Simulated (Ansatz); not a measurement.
Ba₄⁺, relaxed as a doublet with UKS PBE/def2-SVP in Ansatz, starting from the GFN2-xTB geometry. Force threshold 0.02 eV/Å.

In the def2 sets Ba takes a core potential; there is no spin–orbit coupling. The structure comes from a short search, and lower isomers may exist.

Start:

```xyz
4

Ba    2.344   -0.577    0.419
Ba   -0.606   -1.807   -1.541
Ba   -1.946   -0.012    1.510
Ba    0.209    2.396   -0.388
```

Q: Estimate the energy that the relaxation releases and the steps that it takes.

A: 17.8 kcal/mol, in 6 steps; 34 s on 4 threads of Arm Neoverse V1 on a shared host. No frequencies were taken in this run, so the end may be a saddle point.

Q: Does the start keep its bonding and symmetry?

A: By distances, no bond broke or formed. The bond that changes most is Ba1–Ba4, from 3.75 to 4.39 Å (atoms count from 1). The end is the same structure that another start reached, the lowest one found. Point group C2v at the start, D2d at the end, both within 0.05 Å.

Q: Predict the relaxed structure.

A: 
```xyz
4

Ba    2.5193   -0.7120    0.8098
Ba   -0.7206   -1.7806   -1.9611
Ba   -1.9443   -0.1367    1.9245
Ba    0.1456    2.6293   -0.7732
```
Bond lengths (bridged metal pairs left out): 6 × Ba–Ba 4.39 to 4.65 Å.
